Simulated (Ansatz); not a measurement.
Two isomers of C3H6OSe: A = `C/C(O)=C\[SeH]`, B = `CO/C=C\[SeH]`.

Computed with Ansatz on PBE0-D4/def2-TZVP structures; ΔE is electronic, products minus reactants. CCSD(T)/CBS adds triple-zeta CCSD(T) − MP2 to the extrapolated MP2 energy (def2 sets, frozen cores). Double bonds are as drawn, so ΔE can hold a change between cis and trans. DFT in def2-TZVPP. B3LYP here is the variant with VWN-RPA as its local correlation; programs differ in this. For Se outer-core shells are correlated without core-valence functions, which leaves a few kJ/mol of doubt a bond. Scalar relativity is left out up to krypton. Each species was taken in one conformer, which may not be the lowest.

(1) Which isomer does CCSD(T)/CBS put lower? Give the gap. (An estimate is asked.)

(2) Give E(B) − E(A) in kJ/mol with CCSD(T)/def2-TZVPP, HF/def2-TZVPP, ωB97M-V, B3LYP, CCSD/def2-TZVPP, MP2/def2-TZVPP, B3LYP-D4. (Estimate.)

Largest T1 diagnostic: 0.011.

## Answers

(1) Ansatz gave: A, by 61.3 kJ/mol.

(2) Ansatz gave: CCSD(T)/def2-TZVPP 58.5, HF/def2-TZVPP 49.4, ωB97M-V 60.9, B3LYP 50.0, CCSD/def2-TZVPP 57.8, MP2/def2-TZVPP 63.7, B3LYP-D4 52.5. None reverses the order clearly.

From PBE to PBE0 (25 % exact exchange), in def2-TZVPP and without D4, E(B) − E(A) moves by +4.1 kJ/mol. In def2-TZVPP, CCSD(T) changes the Hartree–Fock value by +9.1 kJ/mol (the triples alone add +0.7 kJ/mol) and MP2 by +14.2 kJ/mol.
